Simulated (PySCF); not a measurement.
## Computed vibrations of TlH3(H2O)

TlH3(H2O) (singlet). PySCF 2.14.0, RKS PBE0, Tl def2-SVP with ECP60, H def2-SVP, O def2-SVP; non-relativistic Hamiltonian with scalar-relativistic core potentials where named; density fitting; no spin-orbit coupling. Central differences of gradients.

```xyz
7

Tl    0.1088   -0.1254    0.1254
H     0.8947    1.1893    0.9627
H    -1.3879   -0.7759    0.7759
H     0.8947   -0.9627   -1.1893
O    -1.1947    1.4550   -1.4550
H    -1.7821    2.0231   -0.9427
H    -1.7821    0.9427   -2.0231
```

Run from Python with OMP_NUM_THREADS=2. Where DIIS fails, smearing, a level shift and second-order steps follow.
It took 26 s on 2 threads of Arm Neoverse V2, on a shared host.

**Question.** What are the harmonic wavenumbers and infrared intensities?

**Answer.** Modes are labelled in Cs; negative numbers are unstable modes, those under 60 cm⁻¹ near the noise; a finer grid moves soft modes by up to 10 cm⁻¹.
| cm⁻¹ | km/mol | symmetry |
| --- | --- | --- |
| 64 | 38.5 | a'' |
| 199 | 16.0 | a' |
| 240 | 101.0 | a' |
| 276 | 2.5 | a'' |
| 399 | 154.2 | a' |
| 467 | 2.0 | a'' |
| 532 | 159.4 | a' |
| 539 | 164.6 | a'' |
| 662 | 107.1 | a' |
| 1620 | 51.0 | a' |
| 1745 | 381.1 | a' |
| 1778 | 396.0 | a'' |
| 1788 | 56.5 | a' |
| 3855 | 58.3 | a' |
| 3955 | 100.6 | a'' |

**Question.** Is this a minimum?

**Answer.** Yes. Ideal gas at 298.15 K and 1 bar: S = 329.3 J/(mol K), Cp = 89.7 J/(mol K), H − H(0 K) = 18.9 kJ/mol (rigid rotor, harmonic modes, spin degeneracy alone).
